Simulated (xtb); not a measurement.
SiClF₂I, SMILES F[Si](F)(I)Cl. All values are semi-empirical tight-binding results from xtb (GFN2-xTB unless named), good for trends rather than for accurate numbers. Coordinates come from a GFN2-xTB optimisation.

Optimised geometry:

```xyz
5

F      1.3067    -1.2621     1.2307
Si     0.3469    -0.9809     0.0000
F      1.3067    -1.2621    -1.2307
Cl    -1.2173    -2.1795     0.0000
I     -0.1450     1.3869     0.0000
```
Charge 0, spin multiplicity 1.

| Property | Value |
|---|---|
| point group as xtb finds it | Cs |
| orbital gap | 6.18 eV |
| zero-point energy | 5.2 kcal/mol |
| G − E(el) at 298.15 K (modified RRHO) | -15.6 kcal/mol |
| static polarisability (D4 model) | 83.9 bohr³ |
| solvation energy, GFN2-xTB/ALPB(water) | 0.3 kcal/mol |
| solvation energy, GFN2-xTB/ALPB(ether) | -4.3 kcal/mol |

Computed atomic charges and the Wiberg bond orders between heavy atoms:
charges (e) F1 -0.22, Si2 0.64, F3 -0.22, Cl4 -0.14, I5 -0.06. Bond orders F1–Si2 1.12, Si2–F3 1.12, Si2–Cl4 1.17, Si2–I5 1.08.
